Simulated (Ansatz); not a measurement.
Gas-phase electronic energies from Ansatz, PBE0-D4/def2-TZVP geometries. CCSD(T)/CBS adds triple-zeta CCSD(T) − MP2 to the extrapolated MP2 energy (def2 sets, frozen cores). This one scheme is used for every species. Functionals use def2-TZVPP. For Ge outer-core shells are correlated without core-valence functions, which leaves a few kJ/mol of doubt a bond. Scalar relativity is left out up to krypton. One conformer a species, not always the lowest.

Consider the redistribution: `[OH][GeH]([OH])[GeH3]` + `Cl[B](Cl)[GeH3]` → `[OH][GeH]([GeH3])[GeH3]` + `OB(Cl)Cl`.

Problem. Is it downhill or uphill in electronic energy at CCSD(T)/CBS, and by how much? (An estimate is asked.)

Solution. Ansatz gave: Downhill: ΔE = -126.7 kJ/mol.

Problem. What do these levels give: ωB97X-V, PBE0, MP2/def2-TZVPP, SCS-MP2/def2-TZVPP, SCS-MP2/def2-QZVPP, CCSD/CBS(def2)? (Best estimate.)

Solution. Computed: ωB97X-V -128.4, PBE0 -136.3, MP2/def2-TZVPP -129.1, SCS-MP2/def2-TZVPP -125.9, SCS-MP2/def2-QZVPP -124.9, CCSD/CBS(def2) -128.3 kJ/mol.

Largest T1 diagnostic among the species: 0.013.

From PBE to PBE0 (25 % exact exchange), in def2-TZVPP and without D4, ΔE moves by −3.6 kJ/mol. In def2-TZVPP, CCSD(T) changes the Hartree–Fock value by +4.9 kJ/mol (the triples alone add +1.6 kJ/mol) and MP2 by +4.0 kJ/mol.
